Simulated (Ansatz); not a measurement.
Compare A (`CN[SiH2]OC`) with its isomer B (`CCO[SiH2]N`).

Calculated with Ansatz (gas phase, PBE0-D4/def2-TZVP geometries, no zero-point term in ΔE). CCSD(T)/CBS is the MP2 limit (def2-TZVPP, def2-QZVPP) plus CCSD(T) − MP2 in def2-TZVPP, frozen cores. DFT in def2-TZVPP. B3LYP here is the variant with VWN-RPA as its local correlation; programs differ in this. Each species was taken in one conformer, which may not be the lowest.

Task: Which isomer does CCSD(T)/CBS put lower? Give the gap. (An estimate is asked.)

Result: The calculation gave: B, by 13.0 kcal/mol.

Task: Give E(B) − E(A) in kcal/mol with B3LYP, CCSD(T)/def2-TZVPP, CCSD/def2-TZVPP, PBE-D4, B2PLYP, MP2/def2-TZVPP, B3LYP-D4. (Estimate.)

Result: Ansatz gave: B3LYP -12.2, CCSD(T)/def2-TZVPP -12.6, CCSD/def2-TZVPP -12.6, PBE-D4 -11.8, B2PLYP -12.6, MP2/def2-TZVPP -13.1, B3LYP-D4 -11.7. None reverses the order clearly.

Largest T1 diagnostic: 0.011.
